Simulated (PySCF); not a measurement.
# Vertical excitation energies

Species: ClFH7PSi3.
InChI=1S/ClFH7PSi3/c1-6(2)3(4)5/h6H,4-5H3/t6-/m1/s1

Method: TDDFT B3LYP/def2-SVPD, vertical, gas phase, core orbitals frozen in the response in PySCF 2.14.0, density-fitted response routines. Geometry: GFN2-xTB, one conformer, isolated molecule. Torsions of this conformer, `[F:1][Si@@H:2]([Cl:3])[P:4]([SiH3:5])[SiH3:6]`: F1–Si2–P4–Si5 -60°.

| state | E (eV) | λ (nm) | ν̃ (cm⁻¹) | f | \|μ\| (D) | main configurations (H = HOMO, L = LUMO) |
| --- | --- | --- | --- | --- | --- | --- |
| S1 | 5.31 | 233.5 | 42820 | 0.0082 | 0.64 | H→L (95%) |
| S2 | 5.90 | 210.1 | 47590 | 0.050 | 1.49 | H→L+1 (83%), H→L+2 (11%) |
| S3 | 5.92 | 209.4 | 47760 | 0.0050 | 0.47 | H→L+3 (46%), H→L+2 (45%) |
| S4 | 6.09 | 203.8 | 49080 | 0.045 | 1.39 | H→L+3 (50%), H→L+2 (40%) |
| S5 | 6.29 | 197.1 | 50720 | 0.054 | 1.51 | H→L+4 (86%) |
| S6 | 6.68 | 185.5 | 53900 | 0.0029 | 0.34 | H→L+5 (87%) |
| S7 | 6.76 | 183.5 | 54510 | 0.039 | 1.23 | H-1→L (80%) |
| S8 | 7.03 | 176.4 | 56680 | 0.022 | 0.90 | H-2→L (86%) |

Triplets (Tamm–Dancoff): T1 4.99 eV, H→L (88%); T2 5.28 eV, H→L+1 (82%); T3 5.54 eV, H→L+4 (64%), H→L+2 (27%).

The lowest singlet comes at 234 nm (512 kJ/mol) in the ultraviolet; it is weak; its leading configuration is HOMO→LUMO (95%). The strongest level in the table is S5 at 6.29 eV (197 nm, f = 0.054). Löwdin shares by element: HOMO phosphorus 61%, silicon 18% or more, chlorine 6%; LUMO silicon 38% or more, phosphorus 19%, chlorine 11% (atoms not listed hold the other 32%). Orbital energies (eV): HOMO-3 -9.54, HOMO-2 -8.86, HOMO-1 -8.60, HOMO -7.26, LUMO -0.92, LUMO+1 -0.54, LUMO+2 -0.33. The oscillator strengths of these states sum to 0.226; summed over the whole spectrum of an exact calculation they would give the number of electrons, 90 (Thomas–Reiche–Kuhn). The listed states span 1.72 eV, and the widest gap between neighbours is 0.59 eV (S1 to S2). No computed singlet lies in the visible range (380 to 750 nm); the lowest, at 234 nm, stands 2.05 eV above its violet end (3.26 eV). The window holds the lowest 8 singlets.
